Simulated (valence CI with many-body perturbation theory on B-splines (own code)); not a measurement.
**Tl⁹⁺: E2, M1 decay**

Computed by configuration interaction combined with many-body perturbation theory (CI+MBPT): four valence electrons over a frozen Dirac-Fock core [Xe] 4f14, a basis of 7 s, 7 p, 8 d, 6 f, 4 g, 1 h functions for each j, with the one-electron correlation potential Σ1, the two-electron term Σ2, the three-electron term Σ3, Breit, model QED; selected CI, second order for the rest, scaled by the run's own slope (own B-spline code, finite nucleus).

No measured levels were compared; by estimate terms of the open shell hold to 2 to 4 % of their energy, and close levels can change places. Excitations out of the core, of the other parity, are not computed and may begin above about 47 eV (a cautious bound); beyond it only levels of the ground parity were kept, without lifetimes.

Lines 1 to 50 of 119 in falling wavelength, among levels below 46.953 eV, chosen from the decays that carry over 1 % of a level's rate. Wavelengths and rates use the calculated energies, so an error of 2000 cm⁻¹ moves a line at 17880 Å by 36 % and its rate by three times that or more. Electric multipoles are in the length gauge, E1 and E2 with the static RPA response of the core. Weak lines are less certain than strong ones. Lines between different terms over intervals too small for the method are left out, as are lines whose strength nearly cancels. Branching is blank where the lifetime is uncertain.

Levels are named by their leading jj configuration (3d3/2^4 stands for four electrons in 3d with j = 3/2), which in mixed levels can hold well under half, so a name can repeat and another be missing. Letters in brackets count levels of one name in rising energy.

```
λ vac (Å)                      Upper                      Lower  Type   A (s⁻¹)  Branch %
    25840      (5d3/2^2 5d5/2^2) J=6      (5d3/2^2 5d5/2^2) J=5    M1  5.78e-01      95.6
    18480        (5d3/2^3 5d5/2) J=3        (5d3/2^3 5d5/2) J=2    M1  5.16e+00      99.9
    17880        (5d3/2^3 5d5/2) J=4        (5d3/2^3 5d5/2) J=2    E2  1.47e-05          
    13260  (5d3/2^2 5d5/2^2) J=2 [b]      (5d3/2^2 5d5/2^2) J=1    M1  4.35e+00       6.4
    11990  (5d3/2^2 5d5/2^2) J=4 [b]      (5d3/2^2 5d5/2^2) J=5    M1  7.16e-01       1.3
    11970      (5d3/2^2 5d5/2^2) J=5  (5d3/2^2 5d5/2^2) J=4 [a]    M1  7.26e+00       8.0
    10550        (5d3/2^3 5d5/2) J=2        (5d3/2^3 5d5/2) J=1    M1  3.39e+01      99.8
     8179      (5d3/2^2 5d5/2^2) J=1  (5d3/2^2 5d5/2^2) J=0 [a]    M1  2.82e+01       7.1
     7971  (5d3/2^2 5d5/2^2) J=4 [b]  (5d3/2^2 5d5/2^2) J=3 [a]    M1  2.39e+01      42.5
     7717  (5d3/2^2 5d5/2^2) J=2 [b]  (5d3/2^2 5d5/2^2) J=2 [a]    M1  1.42e+01      20.9
     7491    (5d3/2 5d5/2^3) J=3 [c]  (5d3/2^2 5d5/2^2) J=2 [e]    M1  2.42e+01       6.3
     7237    (5d3/2 5d5/2^3) J=1 [b]  (5d3/2^2 5d5/2^2) J=2 [e]    M1  1.55e+01       2.2
     7233    (5d3/2 5d5/2^3) J=3 [a]  (5d3/2^2 5d5/2^2) J=4 [b]    M1  1.03e+01       1.6
     6981  (5d3/2^2 5d5/2^2) J=3 [b]  (5d3/2^2 5d5/2^2) J=3 [a]    M1  3.22e+00       1.7
     6844        (5d3/2^3 5d5/2) J=1              (5d3/2^4) J=0    M1  1.05e+02     100.0
     6737  (5d3/2^2 5d5/2^2) J=4 [a]        (5d3/2^3 5d5/2) J=4    M1  1.05e+02      81.5
     6657  (5d3/2^2 5d5/2^2) J=4 [a]        (5d3/2^3 5d5/2) J=3    M1  2.39e+01      18.4
     6511  (5d3/2^2 5d5/2^2) J=4 [c]    (5d3/2 5d5/2^3) J=4 [a]    M1  1.21e+01       4.3
     6008    (5d3/2 5d5/2^3) J=4 [a]      (5d3/2^2 5d5/2^2) J=5    M1  2.05e+01       4.2
     5990  (5d3/2^2 5d5/2^2) J=4 [b]  (5d3/2^2 5d5/2^2) J=4 [a]    M1  1.09e+01      19.4
     5802    (5d3/2 5d5/2^3) J=1 [b]        (5d3/2 5d5/2^3) J=0    M1  1.50e+01       2.1
     5581    (5d3/2 5d5/2^3) J=3 [b]  (5d3/2^2 5d5/2^2) J=2 [c]    M1  6.29e+00       1.3
     5578    (5d3/2 5d5/2^3) J=3 [b]    (5d3/2 5d5/2^3) J=3 [a]    M1  2.54e+01       5.3
     5413  (5d3/2^2 5d5/2^2) J=3 [b]  (5d3/2^2 5d5/2^2) J=4 [a]    M1  2.21e+00       1.2
     5382    (5d3/2 5d5/2^3) J=1 [a]  (5d3/2^2 5d5/2^2) J=2 [b]    M1  4.49e+01       5.0
     5338        (5d3/2 5d5/2^3) J=5  (5d3/2^2 5d5/2^2) J=4 [b]    M1  9.34e+01      33.0
     5272  (5d3/2^2 5d5/2^2) J=2 [e]  (5d3/2^2 5d5/2^2) J=2 [c]    M1  7.16e+01      13.4
     5265  (5d3/2^2 5d5/2^2) J=3 [a]        (5d3/2^3 5d5/2) J=4    M1  4.30e+00       2.1
     5216  (5d3/2^2 5d5/2^2) J=3 [a]        (5d3/2^3 5d5/2) J=3    M1  1.10e+02      53.7
     5047    (5d3/2 5d5/2^3) J=3 [c]  (5d3/2^2 5d5/2^2) J=2 [d]    M1  5.22e+00       1.3
     4930    (5d3/2 5d5/2^3) J=1 [b]  (5d3/2^2 5d5/2^2) J=2 [d]    M1  9.42e+01      13.5
     4919  (5d3/2^2 5d5/2^2) J=2 [c]      (5d3/2^2 5d5/2^2) J=1    M1  1.56e+01       2.6
     4796    (5d3/2 5d5/2^3) J=4 [a]  (5d3/2^2 5d5/2^2) J=3 [a]    M1  3.05e+01       6.3
     4570  (5d3/2^2 5d5/2^2) J=4 [c]  (5d3/2^2 5d5/2^2) J=3 [b]    M1  1.75e+01       6.2
     4447    (5d3/2 5d5/2^3) J=3 [c]  (5d3/2^2 5d5/2^2) J=4 [c]    M1  9.99e+01      25.8
     4311      (5d3/2^2 5d5/2^2) J=5        (5d3/2^3 5d5/2) J=4    M1  8.38e+01      92.0
     4310        (5d3/2 5d5/2^3) J=5      (5d3/2^2 5d5/2^2) J=6    M1  5.66e+01      20.0
     4072  (5d3/2^2 5d5/2^2) J=2 [d]  (5d3/2^2 5d5/2^2) J=3 [b]    M1  9.36e+01      30.0
     4067  (5d3/2^2 5d5/2^2) J=3 [a]        (5d3/2^3 5d5/2) J=2    M1  8.97e+01      43.9
     4000    (5d3/2 5d5/2^3) J=4 [a]  (5d3/2^2 5d5/2^2) J=4 [a]    M1  3.21e+02      66.6
     3965  (5d3/2^2 5d5/2^2) J=2 [a]        (5d3/2^3 5d5/2) J=2    M1  1.04e+02      28.7
     3954  (5d3/2^2 5d5/2^2) J=2 [d]  (5d3/2^2 5d5/2^2) J=2 [b]    M1  8.37e+01      26.8
     3940        (5d3/2 5d5/2^3) J=6      (5d3/2^2 5d5/2^2) J=6    M1  1.23e+02      43.6
     3885    (5d3/2 5d5/2^3) J=3 [a]  (5d3/2^2 5d5/2^2) J=2 [a]    M1  2.54e+02      38.4
     3884  (5d3/2^2 5d5/2^2) J=2 [c]  (5d3/2^2 5d5/2^2) J=2 [a]    M1  5.04e+01       8.6
     3828    (5d3/2 5d5/2^3) J=1 [a]      (5d3/2^2 5d5/2^2) J=1    M1  1.63e+02      18.1
     3792    (5d3/2 5d5/2^3) J=3 [a]  (5d3/2^2 5d5/2^2) J=3 [a]    M1  2.25e+02      34.2
     3791  (5d3/2^2 5d5/2^2) J=2 [c]  (5d3/2^2 5d5/2^2) J=3 [a]    M1  6.42e+00       1.1
     3705    (5d3/2 5d5/2^3) J=1 [b]    (5d3/2 5d5/2^3) J=1 [a]    M1  2.55e+01       3.7
     3694      (5d3/2^2 5d5/2^2) J=6        (5d3/2^3 5d5/2) J=4    E2  2.64e-02       4.4
```
